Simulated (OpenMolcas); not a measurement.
Co: Racah parameters, thermal populations, the spin-orbit constant, worked from levels

```json
{"Program": "OpenMolcas", "Basis": "ANO-R2 [7s5p4d2f1g]", "Scalar Hamiltonian": "X2C, finite nucleus", "Active space": "9 electrons in 6 orbitals (3d 4s)", "State averaging": "2S+1 = 4 even, 20 roots; 2S+1 = 2 even, 40 roots kept (CI in the orbitals of an earlier block)", "Spin-orbit coupling": "RASSI with atomic mean-field integrals over the reference wave functions, term energies averaged over their components"}
```

Methods: CASSCF; MS-CASPT2, IPEA 0.25 Eh, imaginary shift 0.1 Eh (closed shells correlated: 3s 3p). Measured levels: NIST Handbook of Basic Atomic Spectroscopic Data.

**Racah parameters.** Above ⁴F, d7 has ⁴P at 15B, ²G at 4B + 3C and ²H at 9B + 3C. The first two fix B and C, and the third tests them; where it misses by thousands of cm-1, two parameters do not describe the configuration (Trees and configuration-interaction terms are left out) and B and C hang on the terms chosen. Term energies are centres of gravity, weighted by 2J + 1.

| Source | ⁴P | ²G | B | C | C/B | ²H from B, C | ²H found |
| --- | --- | --- | --- | --- | --- | --- | --- |
| CASSCF | 17372 | 17368 | 1158 | 4245 | 3.67 | 23157 | 23275 |
| MS-CASPT2 | 14292 | 16227 | 953 | 4139 | 4.34 | 20994 | 22230 |

Energies in cm-1. From CASSCF to MS-CASPT2, B changes by -17.7 % and C by -2.5 %.

**Thermal populations.** Z = Σ (2J + 1) exp(-E/kT) with k = 0.695035 cm-1/K, over the levels below. No other level of either list lies under 4090 cm-1, which is above 7 kT at each temperature.

```json
{"Level": "3d⁷ 4s² ⁴F_9/2", "2J + 1": "10", "MS-CASPT2": "0.0", "measured": "0.0"}
{"Level": "3d⁷ 4s² ⁴F_7/2", "2J + 1": "8", "MS-CASPT2": "770", "measured": "816"}
{"Level": "3d⁷ 4s² ⁴F_5/2", "2J + 1": "6", "MS-CASPT2": "1335", "measured": "1407"}
{"Level": "3d⁷ 4s² ⁴F_3/2", "2J + 1": "4", "MS-CASPT2": "1720", "measured": "1809"}
{"Level": "3d⁸ 4s ⁴F_9/2", "2J + 1": "10", "MS-CASPT2": "8080", "measured": "3483"}
```

```json
{"T (K)": "300", "Z, MS-CASPT2": "10.210", "Z, measured levels": "10.167", "Ground level (%), MS-CASPT2": "97.9", "Ground level (%), measured levels": "98.4"}
```

At 300 K, kT = 209 cm-1, and the computed levels give Z = 10.000 + 0.199 + 0.010 + 0.001 + 0.000 = 10.210.

**The spin-orbit constant.** For the Hund term ⁴F of d7, E(J) = (A/2) J(J+1) + constant and ζ = -2S·A = -3A. From J = 3/2 to J = 9/2 the energy changes by 10.5 A.

```json
{"Source": "CASSCF", "E(9/2) - E(3/2)": "-1723.8", "A": "-164.2", "ζ": "493"}
{"Source": "MS-CASPT2", "E(9/2) - E(3/2)": "-1720.4", "A": "-163.8", "ζ": "492"}
{"Source": "measured", "E(9/2) - E(3/2)": "-1809.3", "A": "-172.3", "ζ": "517"}
```

All in cm-1. MS-CASPT2 is off by -4.9 % and CASSCF by -4.7 %. Both methods take the spin-orbit matrix elements from the reference wave functions, so the second can move ζ only through the term energies and any multistate remixing. Second-order mixing with other terms is absorbed into this ζ.

CASPT2 breaks the degeneracy within a term, and the mean is taken; among the terms shown or strongly mixed into the levels shown the widest spread is 1900 cm-1 (3d⁸ 4s ⁴F, MS-CASPT2). Terms from blocks run as CI alone lack orbitals of their own. A single d shell beside an s shell can misplace configurations of different d count against each other. Without dynamic correlation excited terms often stand tens of per cent too high (terms of higher spin than the ground term too low), and those without a measured partner can miss by more than the paired ones (holds for CASSCF). Measured partners are found by configuration, term and J. A level has none where our copy of the source lacks it or the pairing is in doubt (some pairs that miss far off the trend of their configuration count as doubtful), and it then counts in no deviation. Levels of configurations outside the active space are missing.
